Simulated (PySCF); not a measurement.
Dy(IV) with more and more NH2

Computed with PySCF 2.14.0, PBE0, def2-SVP on the ligands, density fitting, scalar-relativistic core potentials, no spin-orbit coupling, vacuum. The metal has lcecp-2-SVP with ECP54. Each complex is relaxed within the symmetry of its template. Distances are means of the shortest metal–ligand contacts, charges and spins Mulliken's; removal energies are rigid, with the ligand's formal charge and no counterpoise, so too large; for an anion taken off a cation in vacuum most of it is the attraction of opposite charges, and multiply charged cations can part far more cheaply with an electron moved from ligand to metal. lcecp potentials hold a fixed number of 4f electrons in the core, out of states, spins and gaps.

| complex | point group | M–NH2 (Å) | charge on M (e) | removal of one NH2 (eV) | strongest infrared band, degenerate modes summed (cm⁻¹) | unstable modes (below −25 cm⁻¹) |
| --- | --- | --- | --- | --- | --- | --- |
| [Dy(NH2)2]2+ | C2v | 1.956 | 1.62 | 26.99 | 3386 | 0 |
| Dy(NH2)4 | S4 | 2.100 | 0.94 | 11.31 | – | not given |

Question: What does the calculation give for [Dy(NH2)3]+?

Answer: point group: C3v, M–NH2 (Å): 2.030, charge on M (e): 1.20, removal of one NH2 (eV): 17.96, unstable modes (below −25 cm⁻¹): not given.
```xyz
10

Dy   -0.0730   -0.0431   -0.6002
N     1.9343   -0.0112   -0.3005
H     2.5340   -0.8188   -0.1139
H     2.5166    0.8259   -0.2176
N    -0.9805    1.6893   -0.0585
H    -1.9491    1.7966    0.2527
H    -0.5281    2.6023    0.0334
N    -0.9762   -1.6936    0.1612
H    -1.9456   -1.7540    0.4826
H    -0.5322   -2.5935    0.3608
```

The more ligands, the longer each bond and the weaker the last ligand is held.

Moved off a saddle point of the template and relaxed again: [Dy(NH2)2]2+, [Dy(NH2)3]+, Dy(NH2)4. One start shape was tried for each, so a minimum needn't be the lowest isomer. Oxidation states forced by the potential, rare, strongly oxidising or of another configuration in reality: [Dy(NH2)2]2+, [Dy(NH2)3]+, Dy(NH2)4.
